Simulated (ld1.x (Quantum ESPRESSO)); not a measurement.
## Which change was made? (Ti, TM)

* Element: titanium
* Generator: ld1.x (Quantum ESPRESSO) 7.5
* Type: norm-conserving Troullier–Martins (Kleinman–Bylander form)
* Functional: PBEsol
* Relativity: scalar-relativistic
* Frozen core: [Ar]
* Valence charge: 4
* Reference configuration: 3d2 4s2 4p0
* Partial waves: 4s (bound): rc 2.25 bohr; 4p (bound, empty): rc 2.70 bohr; 3d (bound): rc 1.90 bohr
* Local potential: the d channel
* Core correction: Bessel-smoothed model core inside 2.00 bohr

Cutoffs, loose and tight: the cutoffs (Ry, on a coarse ladder) from which the occupation-weighted sum of valence levels, in a spherical-Bessel basis at the reference potential, stays within 10 and 1 mRy of its value at 400 Ry. They do not see the model core or the augmentation charge, which bear on the density cutoff. Test errors are all-electron minus pseudo excitation energies from the reference, over the configurations 3d2 4s1 4p0; 3d2 4s0 4p0; 3d1 4s0 4p0; 3d2 4s1.5 4p0; 3d2 4s0 4p2; 3d2 4s1 4p1; 3d2 4s0 4p1; variants that change the core or the reference have their own tests.

The base gives: outcome: generated; cutoff, loose: 55 Ry; cutoff, tight: 70 Ry; bound ghosts: s, p; largest test error (meV): -439.

(1) After one change the result is: outcome: generated; cutoff, loose: 60 Ry; cutoff, tight: 100 Ry; bound ghosts: s, p; largest test error (meV): -638. Which change was it?
A. local potential the s channel
B. core [Ne] 3s2, valence charge 10; reference 3p6 3d2 4s2 4p0; waves now 4s (bound): rc 2.30 bohr; 3p (bound): rc 1.80 bohr; 3d (bound): rc 1.25 bohr; core correction a·sin(br)/r model core, default radius (core density twice the valence density)
C. wave 4s (bound): rc 2.25 bohr becomes 4s (bound): rc 1.74 bohr

Answers

(1) C. The others give: core [Ne] 3s2, valence charge 10; reference 3p6 3d2 4s2 4p0; waves now 4s (bound): rc 2.30 bohr; 3p (bound): rc 1.80 bohr; 3d (bound): rc 1.25 bohr; core correction a·sin(br)/r model core, default radius (core density twice the valence density) → outcome: generated; cutoff, loose: 100 Ry; cutoff, tight: 120 Ry; bound ghosts: s; largest test error (meV): -116 over the solved tests; 1 of 7 tests not solved or not reliable | local potential the s channel → outcome: generated; cutoff, loose: 55 Ry; cutoff, tight: 70 Ry; bound ghosts: none; largest test error (meV): -543.
